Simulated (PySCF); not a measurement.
Species: C₂H₈O₂Si.
Atom-mapped SMILES: `[CH3:1][O:2][Si@@H:3]([CH3:4])[OH:5]` (hydrogens: H6, H7, H8 on C1; H9 on Si3; H10, H11, H12 on C4; H13 on O5)

Method: PBE0-D3(BJ)/def2-SVP geometry optimisation, gas phase in PySCF; density fitting, grid level 1; the optimiser is geomeTRIC in internal coordinates, started from a GFN2-xTB structure with every atom displaced at random (about 0.01 Å).

At the end of the run (lengths in Å): Si3–H9 1.500, Si3–O5 1.655, C1–O2 1.397, C1–H7 1.101, O5–H13 0.961, C4–H10 1.101, O2–Si3 1.665, O2–Si3–O5 107.3°, C1–O2–Si3 124.8°, C4–Si3–O5 106.9°, O2–Si3–C4 112.4°, C1–O2–Si3–C4 76°, H13–O5–Si3–O2 52°, H9–Si3–O5–H13 -65°.

**Question.** These geometries were met on the way; a selection of coordinates is given. Order them by energy above the end point, lowest first.
A. Si3–H9 1.448, Si3–O5 1.614, C1–O2 1.422, C1–H7 1.076, O5–H13 0.942, C4–H10 1.083, O2–Si3 1.648, O2–Si3–O5 103.3°, C1–O2–Si3 128.5°, C4–Si3–O5 108.8°, O2–Si3–C4 113.1°, C1–O2–Si3–C4 62°, H13–O5–Si3–O2 28°, H9–Si3–O5–H13 -88°
B. Si3–H9 1.504, Si3–O5 1.655, C1–O2 1.392, C1–H7 1.107, O5–H13 0.963, C4–H10 1.103, O2–Si3 1.665, O2–Si3–O5 106.8°, C1–O2–Si3 126.7°, C4–Si3–O5 106.9°, O2–Si3–C4 113.4°, C1–O2–Si3–C4 63°, H13–O5–Si3–O2 33°, H9–Si3–O5–H13 -85°
C. Si3–H9 1.498, Si3–O5 1.657, C1–O2 1.397, C1–H7 1.100, O5–H13 0.962, C4–H10 1.101, O2–Si3 1.667, O2–Si3–O5 106.0°, C1–O2–Si3 124.8°, C4–Si3–O5 108.1°, O2–Si3–C4 112.4°, C1–O2–Si3–C4 68°, H13–O5–Si3–O2 43°, H9–Si3–O5–H13 -74°

**Answer.** C (0.004 eV), B (0.017 eV), A (0.176 eV).

```
step  E above end (eV)  rms distance from the end, all atoms (Å)  largest force (eV/Å)  rms shift of all bonds from the end (Å)
   5             0.004                                     0.069                 0.074                                    0.001
   1             0.017                                     0.113                 0.319                                    0.003
   0             0.176                                     0.147                 2.004                                    0.024
```

Rows stand in the order of the answer.
